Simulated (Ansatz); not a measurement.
`[F][Al]([Cl])[Br]` + `O[B-]1(O)OC(C(F)(F)F)=CC(C(F)(F)F)=[O+]1` → `[OH][Al]([F])[Br]` + `O[B-]1(Cl)OC(C(F)(F)F)=CC(C(F)(F)F)=[O+]1`  (redistribution)

Computed with Ansatz on PBE0-D4/def2-TZVP structures; ΔE is electronic, products minus reactants. CBS: MP2 limit from def2 TZ/QZ plus the TZ coupled-cluster correction, frozen cores. DFT in def2-TZVPP. B3LYP here is the variant with VWN-RPA as its local correlation; programs differ in this. For Br outer-core shells are correlated without core-valence functions, which leaves a few kJ/mol of doubt a bond. Scalar relativity is left out up to krypton. Each species was taken in one conformer, which may not be the lowest.

(1) Is it downhill or uphill in electronic energy at CCSD(T)/CBS, and by how much? (Best estimate.)

(2) What do these levels give: PBE0-D4, B3LYP-D4, ωB97X-V, BHLYP, SCS-MP2/def2-TZVPP, MP2/def2-QZVPP? (An estimate is asked.)

Largest T1 diagnostic among the species: 0.015.

Results:

(1) Ansatz gave: Uphill: ΔE = +39.3 kJ/mol.

(2) Ansatz gave: PBE0-D4 40.8, B3LYP-D4 39.3, ωB97X-V 39.8, BHLYP 46.0, SCS-MP2/def2-TZVPP 36.2, MP2/def2-QZVPP 34.1 kJ/mol.

At CCSD(T), def2-SVP lies +16.8 kJ/mol from the extrapolated value and def2-TZVPP +0.4 kJ/mol. Leaving LDA and LC-ωPBE aside and taking each functional with its dispersion term where it has one, the values, not all of them listed here, spread over 8.3 kJ/mol, from revPBE-D4 to B97M-V.
